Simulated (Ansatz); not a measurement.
Gas-phase electronic energies from Ansatz, PBE0-D4/def2-TZVP geometries. CCSD(T)/CBS is the MP2 limit (def2-TZVPP, def2-QZVPP) plus CCSD(T) − MP2 in def2-TZVPP, frozen cores. This one scheme is used for every species. Functionals use def2-TZVPP. B3LYP here is the variant with VWN-RPA as its local correlation; programs differ in this. HSE06 is defined as in plane-wave codes. One conformer a species, not always the lowest.

Consider the ligand exchange at the Si–O bond: `CO[SiH](C)Cl` + HCl → `C[SiH](Cl)Cl` + CH₃OH.

```json
{"level": "revPBE-D4", "ΔE (kJ/mol)": "-0.7", "difference from CCSD(T)/CBS": "-6.8"}
{"level": "BLYP-D4", "ΔE (kJ/mol)": "8.3", "difference from CCSD(T)/CBS": "2.2"}
{"level": "r2SCAN-D4", "ΔE (kJ/mol)": "4.0", "difference from CCSD(T)/CBS": "-2.1"}
{"level": "B97M-V", "ΔE (kJ/mol)": "4.8", "difference from CCSD(T)/CBS": "-1.3"}
{"level": "PBE0-D4", "ΔE (kJ/mol)": "-0.7", "difference from CCSD(T)/CBS": "-6.8"}
{"level": "B3LYP-D4", "ΔE (kJ/mol)": "8.3", "difference from CCSD(T)/CBS": "2.2"}
{"level": "r2SCANh-D4", "ΔE (kJ/mol)": "3.8", "difference from CCSD(T)/CBS": "-2.3"}
{"level": "r2SCAN0-D4", "ΔE (kJ/mol)": "3.7", "difference from CCSD(T)/CBS": "-2.4"}
{"level": "HSE06-D4", "ΔE (kJ/mol)": "-1.1", "difference from CCSD(T)/CBS": "-7.2"}
{"level": "BHLYP-D4", "ΔE (kJ/mol)": "9.5", "difference from CCSD(T)/CBS": "3.4"}
{"level": "CAM-B3LYP-D4", "ΔE (kJ/mol)": "12.0", "difference from CCSD(T)/CBS": "5.9"}
{"level": "ωB97X-V", "ΔE (kJ/mol)": "5.6", "difference from CCSD(T)/CBS": "-0.5"}
{"level": "ωB97M-V", "ΔE (kJ/mol)": "5.2", "difference from CCSD(T)/CBS": "-0.9"}
{"level": "B2PLYP", "ΔE (kJ/mol)": "6.5", "difference from CCSD(T)/CBS": "0.4"}
{"level": "PBE-QIDH", "ΔE (kJ/mol)": "1.7", "difference from CCSD(T)/CBS": "-4.4"}
{"level": "PBE", "ΔE (kJ/mol)": "-4.3", "difference from CCSD(T)/CBS": "-10.4"}
{"level": "revPBE", "ΔE (kJ/mol)": "-8.1", "difference from CCSD(T)/CBS": "-14.2"}
{"level": "BLYP", "ΔE (kJ/mol)": "2.9", "difference from CCSD(T)/CBS": "-3.2"}
{"level": "r2SCAN", "ΔE (kJ/mol)": "2.8", "difference from CCSD(T)/CBS": "-3.3"}
{"level": "PBE0", "ΔE (kJ/mol)": "-3.2", "difference from CCSD(T)/CBS": "-9.3"}
{"level": "B3LYP", "ΔE (kJ/mol)": "4.3", "difference from CCSD(T)/CBS": "-1.8"}
{"level": "r2SCANh", "ΔE (kJ/mol)": "2.7", "difference from CCSD(T)/CBS": "-3.4"}
{"level": "r2SCAN0", "ΔE (kJ/mol)": "2.5", "difference from CCSD(T)/CBS": "-3.6"}
{"level": "HSE06", "ΔE (kJ/mol)": "-3.5", "difference from CCSD(T)/CBS": "-9.6"}
{"level": "BHLYP", "ΔE (kJ/mol)": "7.2", "difference from CCSD(T)/CBS": "1.1"}
{"level": "CAM-B3LYP", "ΔE (kJ/mol)": "9.4", "difference from CCSD(T)/CBS": "3.3"}
{"level": "LC-ωPBE", "ΔE (kJ/mol)": "1.9", "difference from CCSD(T)/CBS": "-4.2"}
{"level": "RPA@PBE/def2-TZVPP", "ΔE (kJ/mol)": "12.0", "difference from CCSD(T)/CBS": "5.9"}
{"level": "HF/def2-SVP", "ΔE (kJ/mol)": "2.4", "difference from CCSD(T)/CBS": "-3.7"}
{"level": "MP2/def2-SVP", "ΔE (kJ/mol)": "6.7", "difference from CCSD(T)/CBS": "0.6"}
{"level": "CCSD(T)/def2-SVP", "ΔE (kJ/mol)": "7.8", "difference from CCSD(T)/CBS": "1.7"}
{"level": "HF/def2-TZVPP", "ΔE (kJ/mol)": "8.5", "difference from CCSD(T)/CBS": "2.4"}
{"level": "MP2/def2-TZVPP", "ΔE (kJ/mol)": "6.8", "difference from CCSD(T)/CBS": "0.7"}
{"level": "SCS-MP2/def2-TZVPP", "ΔE (kJ/mol)": "8.8", "difference from CCSD(T)/CBS": "2.7"}
{"level": "CCSD/def2-TZVPP", "ΔE (kJ/mol)": "10.5", "difference from CCSD(T)/CBS": "4.4"}
{"level": "HF/def2-QZVPP", "ΔE (kJ/mol)": "9.3", "difference from CCSD(T)/CBS": "3.2"}
{"level": "MP2/def2-QZVPP", "ΔE (kJ/mol)": "4.8", "difference from CCSD(T)/CBS": "-1.3"}
{"level": "HF/CBS(def2)", "ΔE (kJ/mol)": "9.4", "difference from CCSD(T)/CBS": "3.3"}
{"level": "MP2/CBS(def2)", "ΔE (kJ/mol)": "2.8", "difference from CCSD(T)/CBS": "-3.3"}
{"level": "CCSD/CBS(def2)", "ΔE (kJ/mol)": "6.4", "difference from CCSD(T)/CBS": "0.3"}
{"level": "CCSD(T)/CBS", "ΔE (kJ/mol)": "6.1", "difference from CCSD(T)/CBS": "0"}
```

What do rigid-rotor, harmonic-oscillator terms from PBE0-D4/def2-TZVP frequencies (298.15 K, 1 bar) make of the CCSD(T)/CBS value? (Estimate.)

The calculation gave: ΔZPE = +9.3 kJ/mol, ΔH = +13.0 kJ/mol, ΔS = 14 J/(mol·K), ΔG = +8.7 kJ/mol.

Largest T1 diagnostic among the species: 0.010.

From BLYP to BHLYP (50 % exact exchange), in def2-TZVPP and without D4, ΔE moves by +4.3 kJ/mol. Leaving LDA and LC-ωPBE aside and taking each functional with its dispersion term where it has one, the values, not all of them listed here, spread over 13.5 kJ/mol, from PBE-D4 to CAM-B3LYP-D4. LDA lies +9.9 kJ/mol from PBE without D4. The D4 term adds +4.0 kJ/mol with B3LYP and +2.6 kJ/mol with PBE0; it sums over pairs of atoms, weighted by their polarisabilities, and B3LYP, whose exchange is more repulsive, gets the larger term.
